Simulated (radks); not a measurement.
Problem. Species: La7+. Configuration: [Kr] 4d9 5s2 5p3 (not the ground configuration). All-electron calculation, scalar-relativistic Kohn-Sham, LDA (Slater exchange, Perdew-Wang correlation), spin-polarised, spherical densities, finite nucleus; open shells are filled with parallel spins first (spin-orbit coupling, left out, can overturn this in heavy ions); Fermi nuclear charge, rms radius 4.855 fm. Program: a radial shooting solver on a logarithmic mesh with Libxc functionals. Some entries of the table are withheld. Estimate them.

orbital  occ.  eigenvalue (Ry)  r(max) (bohr)
1s up       1        -2852.513        0.01609
1s down     1        -2852.490        0.01609
2s up       1        -460.5129        0.09103
2s down     1        -460.4668        0.09103
2p up       3        -413.7674        0.07314
2p down     3        -413.7225        0.07314
3s up       1        -104.2426         0.2606
3s down     1        -104.2014         0.2606
3p up       3        -89.31083         0.2549
3p down     3        -89.26638         0.2549
3d up       5        -67.80709         0.2098
3d down     5        -67.75652         0.2098
4s up       1        -26.64219         0.6061
4s down     1        -26.51461         0.6061
4p up       3        -21.73611         0.6321
4p down     3        -21.60618         0.6321
4d up       5        -14.61390         0.6647
4d down     4        -14.47559         0.6646
5s up       1              (1)          1.336
5s down     1              (2)          1.332
5p up       3         -7.45165          1.458
5p down     0         -7.20302          1.456

Solution. 
(1) 5s up eigenvalue (Ry): -8.92235
(2) 5s down eigenvalue (Ry): -8.67329
